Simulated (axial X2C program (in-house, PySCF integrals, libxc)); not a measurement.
## CsH⁻: cheaper levels and CCSD(T), two-component

All values were computed with an in-house all-electron X2C program for linear molecules (integrals from PySCF). Two-component (2c) means X2C with spin–orbit coupling and atomic mean-field two-electron Coulomb and Gaunt terms. Basis: Cs dyall-acv3z [16s16p10d4f1g], H dyall-av3z [7s3p2d] (cores contracted in-house); Gaussian nuclei, density fitting, unrestricted open shells. Masses: Cs 132.905 u, H 1.008 u.

State: Ω = 1/2 (⟨Sz⟩ = 0.50, ⟨Lz⟩ = 0.00 at HF); fragments Cs + H- for PBE0, MP2, CCSD, TPSSh, CCSD(T); Cs- + H for HF.

```json
{"level": "PBE0", "Re (Å)": "2.617", "ωe (cm⁻¹)": "726.1", "De (eV)": "1.48"}
{"level": "HF", "Re (Å)": "2.731", "ωe (cm⁻¹)": "694.6", "De (eV)": "n/a"}
{"level": "MP2", "Re (Å)": "2.641", "ωe (cm⁻¹)": "725.8", "De (eV)": "1.40"}
{"level": "CCSD", "Re (Å)": "2.677", "ωe (cm⁻¹)": "694.8", "De (eV)": "1.34"}
{"level": "TPSSh", "Re (Å)": "2.603", "ωe (cm⁻¹)": "738.4", "De (eV)": "1.57"}
```

Correlated methods: 11 electrons correlated (number of frozen shells: Cs 4 s, 3 p, 2 d; H none), 263 virtual spin orbitals or spinors in MP2, 90 natural virtuals in coupled cluster.

CCSD(T), same Hamiltonian and basis:

Re = 2.669 Å, ωe = 699.4 cm⁻¹, De = 1.34 eV; T1 = 0.013 (Lee–Taylor normalisation).

Give the differences from CCSD(T) in the columns below.



```tsv
level	ΔRe (Å)	Δωe (cm⁻¹)	ΔDe (eV)
PBE0	-0.052	27	0.14
HF	0.062	-5	n/a
MP2	-0.028	26	0.06
CCSD	0.008	-5	0.00
TPSSh	-0.066	39	0.23
```

The state is one determinant whose occupation by symmetry is held fixed; it was picked as the lowest of a PBE0 search that is not exhaustive. Dissociation energies refer to the lowest single-determinant-based atoms at the same level and basis. De is not given where an atomic determinant may have missed its ground term or J level, or where the truncated virtual space spoils (T). Density functionals use the spin component along the axis (collinear). Coupled cluster ran in a truncated set of natural virtual spinors; the MP2 energy of the rest was added. (T) has no such correction and the atoms are truncated less, which lowers De at CCSD(T) by a hundredth of an eV or more. PBE0 can misorder states that lie within some tenths of an eV, so this need not be the ground state of the molecule. The nearest other 2c determinant of the search, Ω = 3/2, lies 0.32 eV up at the distance of the search. At some level and bond length an empty orbital lies below a filled one. Some points did not converge and are left out. The highest occupied level of some functionals is positive through self-interaction error; at Hartree–Fock it is bound.
